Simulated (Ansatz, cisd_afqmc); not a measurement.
Species: SiN, charge 0, doublet. SiN (SMILES N#[Si], doublet).
B3LYP-D3(BJ)/def2-TZVP minimum from Ansatz (an electronic-structure program):
```
Si
N 1 1.5675
```
Charge 0, spin multiplicity 2.

Total energies in cc-pV(D+d)Z, 9 correlated electrons, 6 frozen orbitals. UHF or UKS for unpaired electrons; spin-orbit terms are left out. Cores are frozen in correlated methods. No relativity. AFQMC is phaseless with a CISD trial state; ± is one standard error, without the phaseless bias. Outlying blocks are dropped, and bars are widened where a walk drifts. Over all cases where full CI ran beside it in this data, AFQMC minus full CI had a median of +0.1 mEh and passed +0.4 mEh in a tenth of the cases. The UHF reference of NSi (N#[Si], doublet) is spin-contaminated (<S^2> up to 0.45 over the pure value in the sets run).

```
method         program         energy (Eh)  minus CCSDTQ (mEh)
----------  ----------  ------------------  ------------------
HF              Ansatz          -343.27731              255.54
MP2             Ansatz          -343.47646               56.39
CCSD            Ansatz          -343.51550               17.35
CCSD(T)         Ansatz          -343.52776                5.09
CCSDT(Q)        Ansatz          -343.53332               -0.47
CCSDTQ          Ansatz          -343.53285                0.00
AFQMC/CISD  cisd_afqmc  -343.5285 ± 0.0004           4.4 ± 0.4
```

Rough core times of Ansatz's runs on a shared machine: CCSD(T) 40 s, CCSDT(Q) 80 s, CCSDTQ 20 min.
